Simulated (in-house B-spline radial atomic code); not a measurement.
Ionising La V (La4+) with different functionals

Computed with a radial B-spline atomic code at the basis-set limit: four-component Dirac-Coulomb Hamiltonian, Fermi nucleus of rms radius 4.855 fm, spin-restricted, spherical fractional occupations for the functionals, and exact exchange of hybrids averaged over the configuration. The ionisation energy is the difference of two self-consistent energies, [Kr] 4d10 5s2 5p5 → [Kr] 4d10 5s2 5p4, without Breit or QED terms; ε is the level of the shell that loses the electron (mean over j). The electron is taken from both j subshells in proportion to 2j + 1, so the result is a j average, not the step between ground levels.

```json
{"method": "B97-1", "rung": "global hybrid", "ΔSCF (eV)": "63.40", "-ε(5p) (eV)": "58.50"}
{"method": "HSE06", "rung": "range-separated hybrid", "ΔSCF (eV)": "63.42", "-ε(5p) (eV)": "58.38"}
{"method": "wB97X", "rung": "range-separated hybrid", "ΔSCF (eV)": "63.23", "-ε(5p) (eV)": "61.24"}
{"method": "LC-wPBE", "rung": "range-separated hybrid", "ΔSCF (eV)": "63.52", "-ε(5p) (eV)": "61.85"}
```

(1) Among the functionals, which spreads more, the ΔSCF values or the orbital energies?

(2) How do they compare with the NIST value?

## Answers

(1) The orbital energies: ΔSCF values span about 0.30 eV and the orbital energies 3.47 eV; here energy differences depend much less on the functional than eigenvalues do.

(2) NIST lists 61.6 eV ± 0.6 (semi-empirical, ground level to ground level). Errors run from +1.63 to +1.92 eV. The correlated functionals all miss on the same side by more than they spread, so the cause is common to them (Breit-QED terms, spin polarisation, the choice among j levels, multiplet and fine-structure energies, or a listed next ion that isn't the cheapest removal here) and closeness doesn't rank the functionals.
